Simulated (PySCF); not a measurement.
# Orbital picture of SbBr⁺

PBE0 at R = 2.413 Å; basis Sb def2-SVP with ECP28, Br def2-SVP; scalar-relativistic core potentials; PySCF 2.14. State: ²Π (doublet), unpaired electrons π ↑. Only the outer orbitals are listed, counted within each symmetry, core potentials removing the inner ones.

| spin | orbital | occ. | ε (eV) | on Sb (%) | main shells (%) |
| --- | --- | --- | --- | --- | --- |
| α | 10σ | 1 | -28.24 | 11 | 87 Br s |
| α | 11σ | 1 | -22.08 | 80 | 80 Sb s, 10 Br s, 9 Br p |
| α | 12σ | 1 | -16.11 | 42 | 57 Br p, 30 Sb p, 10 Sb s |
| α | 6π | 1 | -15.36 | 23 | 77 Br p, 21 Sb p |
| α | 6π | 1 | -15.19 | 17 | 82 Br p, 16 Sb p |
| α | 7π | 1 | -12.52 | 78 | 78 Sb p, 22 Br p |
| α | 7π | 0 | -10.65 | 83 | 83 Sb p, 16 Br p |
| α | 13σ | 0 | -7.55 | 75 | 70 Sb p, 26 Br p |
| α | 14σ | 0 | -1.51 | 99 | 85 Sb s |
| β | 10σ | 1 | -28.14 | 10 | 88 Br s |
| β | 11σ | 1 | -21.25 | 78 | 78 Sb s, 12 Br p, 9 Br s |
| β | 12σ | 1 | -15.86 | 43 | 56 Br p, 28 Sb p, 13 Sb s |
| β | 6π | 1 | -15.20 | 14 | 86 Br p, 12 Sb p |
| β | 6π | 1 | -14.85 | 10 | 89 Br p, 9 Sb p |
| β | 7π | 0 | -10.26 | 87 | 87 Sb p, 12 Br p |
| β | 7π | 0 | -9.37 | 90 | 90 Sb p, 9 Br p |
| β | 13σ | 0 | -7.24 | 76 | 71 Sb p, 24 Br p |

**Question.** Which are the highest filled and the lowest empty level, where do they sit, and how wide is the gap?

**Answer.** Highest filled α 7π at -12.52 eV (in %: 78 Sb p, 22 Br p); lowest empty α 7π at -10.65 eV (in %: 83 Sb p, 16 Br p); the gap at PBE0 is 1.87 eV. Both belong to one degenerate shell, split only by its one-sided filling, so this is no excitation gap.

```json
{
 "bond order (Mayer)": "1.59",
 "⟨S²⟩": "0.756",
 "charge on Sb (Mulliken, basis-dependent)": "0.94",
 "charge on Sb (Löwdin, basis-dependent)": "0.80",
 "dipole moment (positive dipole points towards Br; it is taken about the centre of mass and depends on that origin)": "-2.96 D",
 "polarisability along the bond": "68.5 bohr³",
 "polarisability across the bond": "27.7 bohr³"
}
```

Spin–orbit coupling is left out. The state was picked by a PBE0 search and need not be the measured ground state.
